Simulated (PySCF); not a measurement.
Job file and geometry (Å, from GFN2-xTB) of an NMR shielding run on `InChI=1S/C6H7BOS/c7-3-5-4-9-2-1-6(5)8/h1-2,4H,3,7H2`, GIAO PBE0/pcSseg-1 NMR shielding, non-relativistic, gas phase in PySCF 2.14.0, density-fitted response routines; density fitting, a coarse starting grid and PySCF grid level 2 are the driver's defaults:

```
$ OMP_NUM_THREADS=1 python probes_run.py task.json out

{"job": {"kind": "nmr", "xc": "PBE0", "basis": "pcSseg-1"}, "charge": 0, "multiplicity": 1}
B     -2.550396    -0.001703     0.605569
C     -1.593970    -0.368853    -0.587021
C     -0.163594     0.032058    -0.402133
C      0.284150     1.216319    -0.850900
S      1.883424     1.846729    -0.671578
C      2.648472     0.584974     0.212851
C      2.056493    -0.556574     0.589741
C      0.676740    -0.935765     0.321228
O      0.234896    -2.022341     0.677856
H     -2.139558     0.490528     1.581963
H     -3.690490    -0.228115     0.492303
H     -1.618173    -1.463740    -0.647928
H     -1.981480     0.002808    -1.537826
H     -0.365152     1.899290    -1.379235
H      3.681103     0.801217     0.440409
H      2.629939    -1.287887     1.143292
```

Task: What does the program print?

Result: 
```
coarse grid: 14656 points
cycle   1  E = -730.2555027403  dE =  1.566e+00  |g| = 8.460e-01  |ddm| = 4.038e+00
cycle   2  E = -729.3272855706  dE =  9.282e-01  |g| = 2.129e+00  |ddm| = 5.421e+00
cycle   3  E = -730.4048962133  dE = -1.078e+00  |g| = 1.973e-01  |ddm| = 4.809e+00
cycle   4  E = -730.4100673200  dE = -5.171e-03  |g| = 1.525e-01  |ddm| = 3.767e-01
cycle   5  E = -730.4157844051  dE = -5.717e-03  |g| = 3.772e-02  |ddm| = 1.727e-01
cycle   6  E = -730.4160266918  dE = -2.423e-04  |g| = 1.565e-02  |ddm| = 4.012e-02
cycle   7  E = -730.4160958976  dE = -6.921e-05  |g| = 5.052e-03  |ddm| = 2.283e-02
cycle   8  E = -730.4161011770  dE = -5.279e-06  |g| = 1.549e-03  |ddm| = 7.574e-03
final grid: 139016 points
cycle   9  E = -730.4820535192  dE = -2.054e-05  |g| = 1.346e-02  |ddm| = 3.599e-02
cycle  10  E = -730.4819502516  dE =  1.033e-04  |g| = 2.647e-02  |ddm| = 4.164e-02
cycle  11  E = -730.4820897516  dE = -1.395e-04  |g| = 3.022e-03  |ddm| = 3.100e-02
cycle  12  E = -730.4820918176  dE = -2.066e-06  |g| = 4.865e-04  |ddm| = 3.751e-03
cycle  13  E = -730.4820918727  dE = -5.503e-08  |g| = 2.569e-04  |ddm| = 8.932e-04
cycle  14  E = -730.4820918905  dE = -1.789e-08  |g| = 5.732e-05  |ddm| = 3.137e-04
cycle  15  E = -730.4820918913  dE = -7.624e-10  |g| = 1.708e-05  |ddm| = 7.540e-05
converged SCF energy = -730.4820918913

GIAO shielding tensors (ppm)
atom      isotropic    diamagn.    paramagn.     s11        s22        s33       span
  0 B        8.813     191.411    -182.598    -65.250    -34.107    125.797    191.047
  1 C      146.331     249.778    -103.446    122.507    154.128    162.360     39.853
  2 C       32.299     262.609    -230.310    -58.292     -3.567    158.756    217.048
  3 C       53.125     258.289    -205.164    -48.491     64.952    142.914    191.404
  4 S      377.659    1056.441    -678.781    126.865    410.480    595.632    468.767
  5 C       43.801     263.090    -219.290    -70.190     48.957    152.634    222.823
  6 C       49.911     253.583    -203.672    -43.689     41.488    151.933    195.622
  7 C        7.147     243.170    -236.023    -84.569    -13.040    119.050    203.619
  8 O     -232.293     402.716    -635.008   -768.509   -294.190    365.821   1134.329
  9 H       24.082      29.095      -5.013     14.808     28.010     29.428     14.620
 10 H       23.729      29.065      -5.337     16.453     26.553     28.180     11.727
 11 H       27.878      30.141      -2.263     21.712     29.452     32.471     10.760
 12 H       29.152      30.110      -0.959     23.737     30.044     33.674      9.938
 13 H       24.552      32.300      -7.748     20.434     23.932     29.289      8.855
 14 H       24.102      28.688      -4.586     20.875     23.619     27.812      6.936
 15 H       24.468      29.686      -5.217     22.121     23.418     27.866      5.745
```

Size and cost of the density-fitted run: 195 basis functions, 63 s wall time on 1 thread of an Arm Neoverse N1, shared host; peak memory 0.79 GiB.
